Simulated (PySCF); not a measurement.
Isomers of C8H10S, mass 138.050 u with the commonest isotopes. Method used: PBE0-D3(BJ)/def2-SVP geometry optimisation, gas phase in PySCF 2.14.0. One conformer each, none proved a minimum here; rigid rotors.

Question: Order these by rotational constant B, smallest first.
A. `[CH3:1][C:2]#[C:3][C@@H:4]1[CH2:5][CH2:6][C:7](=[S:8])[CH2:9]1` with C3–C4–C5–C6 -80°, C4–C5–C6–C7 -32°, C5–C6–C7–S8 -168°, C6–C7–C9–C4 13°
B. `[CH3:1][S:2][c:3]1[cH:4][cH:5][cH:6][c:7]([CH3:8])[cH:9]1` with C1–S2–C3–C4 0°
C. `[CH3:1][S:2][C:3]1=[CH:4][C@H:5]2[CH:6]=[CH:7][C@@H:8]1[CH2:9]2` with C1–S2–C3–C4 2°

Answer: A (764.2 MHz), B (863.6 MHz), C (995.9 MHz).

Question: Order these by out-of-plane moment Σ m c² = (Ia + Ib − Ic)/2, largest first.
A. `[CH3:1][S:2][c:3]1[cH:4][cH:5][cH:6][c:7]([CH3:8])[cH:9]1` with C1–S2–C3–C4 0° (3-methylthioanisole)
B. `[CH3:1][S:2][C:3]1=[CH:4][C@H:5]2[CH:6]=[CH:7][C@@H:8]1[CH2:9]2` with C1–S2–C3–C4 2°
C. `[CH3:1][C:2]#[C:3][C@@H:4]1[CH2:5][CH2:6][C:7](=[S:8])[CH2:9]1` with C3–C4–C5–C6 -80°, C4–C5–C6–C7 -32°, C5–C6–C7–S8 -168°, C6–C7–C9–C4 13°

Answer: C (65.50 u·Å²), B (60.31 u·Å²), A (3.22 u·Å²).

Question: Order these by dipole moment, largest first.
A. `[CH3:1][C:2]#[C:3][C@@H:4]1[CH2:5][CH2:6][C:7](=[S:8])[CH2:9]1` with C3–C4–C5–C6 -80°, C4–C5–C6–C7 -32°, C5–C6–C7–S8 -168°, C6–C7–C9–C4 13°
B. `[CH3:1][S:2][C:3]1=[CH:4][C@H:5]2[CH:6]=[CH:7][C@@H:8]1[CH2:9]2` with C1–S2–C3–C4 2°
C. `[CH3:1][S:2][c:3]1[cH:4][cH:5][cH:6][c:7]([CH3:8])[cH:9]1` with C1–S2–C3–C4 0°

Answer: A (2.88 D), B (1.16 D), C (1.02 D).

```tsv
SMILES	point group	Ia (u·Å²)	Ib (u·Å²)	Ic (u·Å²)	κ	μa (D)	μb (D)	μc (D)
CC#C[C@@H]1CCC(=S)C1	C1	224.82	661.33	755.16	-0.88	2.39	1.61	0.10
CSc1cccc(C)c1	near Cs	165.45	585.19	744.20	-0.84	0.14	1.01	0.02
CSC1=C[C@H]2C=C[C@@H]1C2	C1	158.96	507.44	545.78	-0.94	0.29	1.09	0.27
```
